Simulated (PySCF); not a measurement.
## HgF: frontier orbitals

PBE0 at R = 2.063 Å; PySCF, scalar-relativistic core potentials, basis sets Hg def2-SVP with ECP60, F def2-SVP. State: quartet, unpaired electrons σ ↑, π ↑↑, a mixture of terms (⟨Lz²⟩ = 2.0), a second solution, started from another occupation. Only the outer orbitals are listed, counted within each symmetry, core potentials removing the inner ones.

```csv
spin,orbital,occ.,ε (eV),on Hg (%),main shells (%)
α,3π,1,-14.03,96,96 Hg d
α,1δ,1,-13.87,100,100 Hg d
α,1δ,1,-13.87,100,100 Hg d
α,3π,1,-13.78,82,"82 Hg d, 18 F p"
α,6σ,1,-13.12,83,"77 Hg d, 17 F p"
α,7σ,1,-8.75,95,91 Hg s
α,4π,1,-2.75,100,100 Hg p
α,4π,0,-1.06,99,99 Hg p
α,8σ,0,0.09,102,99 Hg p
α,9σ,0,3.24,100,100 Hg s
β,2π,1,-15.14,29,"71 F p, 28 Hg d"
β,2π,1,-13.61,92,"91 Hg d, 8 F p"
β,1δ,1,-13.50,100,99 Hg d
β,1δ,1,-13.48,100,100 Hg d
β,3π,1,-13.28,72,"72 Hg d, 28 F p"
β,6σ,1,-12.38,76,"69 Hg d, 24 F p"
β,3π,0,-8.80,11,"89 F p, 9 Hg d"
β,7σ,0,-5.28,95,92 Hg s
β,4π,0,-0.03,99,99 Hg p
```

Question: Which are the highest filled and the lowest empty level, where do they sit, and how wide is the gap?

Answer: Highest filled α 4π at -2.75 eV (in %: 100 Hg p); lowest empty β 3π at -8.80 eV (in %: 89 F p, 9 Hg d); the gap at PBE0 is -6.05 eV.

- bond order (Mayer): 0.39
- ⟨S²⟩: 3.753
- charge on Hg (Mulliken, basis-dependent): -0.06
- charge on Hg (Löwdin, basis-dependent): -0.18
- dipole moment (positive dipole means Hg(−)F(+)): 1.30 D

Shares are Mulliken populations and can fall outside 0 to 100 %.

Spin–orbit coupling is left out. Counting both spins, an empty level lies below a filled one in this solution, because spin and occupation are held.
